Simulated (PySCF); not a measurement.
Computed shifts of a molecule CH3FO3Si, PBE0/pcSseg-1 run with PySCF, GIAO, gas phase, atoms alike by connectivity averaged where their shifts nearly agree, in ppm (number of nuclei): ¹³C: 169.7 (1). ²⁹Si: -46.8 (1). ¹⁹F: -134.5 (1). ¹H: 8.15 (1), 5.15 (1), 4.78 (1). References: ¹⁷O against H2O (σ = 334.2 ppm); ¹³C against TMS (σ = 186.3 ppm); ²⁹Si against TMS (σ = 352.7 ppm); ¹⁹F against CFCl3 (σ = 167.2 ppm); ¹H against TMS (σ = 31.56 ppm), references at their B3LYP-D3(BJ)/def2-TZVP geometries, non-relativistic. Geometry optimised at PBE0-D3(BJ)/def2-SVP. The values are those of a single conformer.

Q: Identify the compound among the candidates.
A) O[Si]1(F)OCO1
B) O=C(O)[Si@H](O)F
C) O=CO[Si@@H](O)F
D) O=C[Si](O)(O)F

A: C, O=CO[Si@@H](O)F
